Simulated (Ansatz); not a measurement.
Relaxation of the cluster Li2Sn⁻ with UKS r2SCAN-D4/def2-TZVPD.

```sh
$ ansatz run in.yaml --threads 4 --pin off --events-out ev --progress --plain --max-ram 3916MiB
```

```yaml
crystal:
  periodic: [false, false, false]
  atoms:
    - {symbol: Li, position_ang: [-0.917510, 0.986040, -0.056470]}
    - {symbol: Li, position_ang: [1.073880, 0.212760, 0.787760]}
    - {symbol: Sn, position_ang: [-0.156370, -1.198800, -0.731280]}
basis:
  gaussian: {orbitals: def2-TZVPD}
total_charge: -1
magnetization: {spin_polarized: true, initial_magnetization: 1}
hamiltonian: {xc: r2scan, dispersion: d4}
scf: {omitted_lower_state_checks: [starts]}
output: {orbitals: {seedname: orbitals}}
relax: {f_tol: 0.02, max_steps: 100}
```

It took 21 s on 4 threads of Arm Neoverse V1 on a shared host.

Positions (Å) and forces (eV/Å) at steps 1, 2, 3, 4, 6 of 6:

```xyz
3
step=1 energy=-6242.6218 eV
Li   -0.918    0.986   -0.056   -1.339    1.252   -0.181
Li    1.074    0.213    0.788    1.518    0.138    1.027
Sn   -0.156   -1.199   -0.731   -0.179   -1.390   -0.846
3
step=2 energy=-6243.1430 eV
Li   -1.074    1.098   -0.096   -0.465    0.225   -0.174
Li    1.243    0.198    0.887    0.475   -0.142    0.223
Sn   -0.169   -1.297   -0.791   -0.010   -0.083   -0.050
3
step=3 energy=-6243.2592 eV
Li   -1.244    1.144   -0.179   -0.106    0.041   -0.045
Li    1.408    0.113    0.945    0.107   -0.041    0.045
Sn   -0.164   -1.257   -0.767    0.000    0.000    0.000
3
step=4 energy=-6243.2658 eV
Li   -1.418    1.170   -0.274    0.037    0.012    0.030
Li    1.571    0.008    0.993   -0.031    0.038    0.000
Sn   -0.153   -1.178   -0.718   -0.006   -0.050   -0.030
3
step=6 energy=-6243.2717 eV
Li   -1.339    1.163   -0.228   -0.001   -0.002   -0.002
Li    1.499    0.060    0.974    0.000   -0.003   -0.001
Sn   -0.159   -1.223   -0.746    0.001    0.005    0.003
```

In the def2 sets Sn takes a core potential; there is no spin–orbit coupling. The charge -1 doublet is spin-contaminated (final ⟨S²⟩ up to 1.36, 0.75 for a pure state). The highest occupied level of the charge -1 doublet lies above zero (up to 0.47 eV). Its loss leaves the charge 0 triplet, which lies 0.98 eV higher (vertical, at r2SCAN-D4/def2-TZVPD), but this difference is unsure: the triplet is doubtful (geometry relaxed on an unsound state). The structure comes from a short search, and lower isomers may exist.
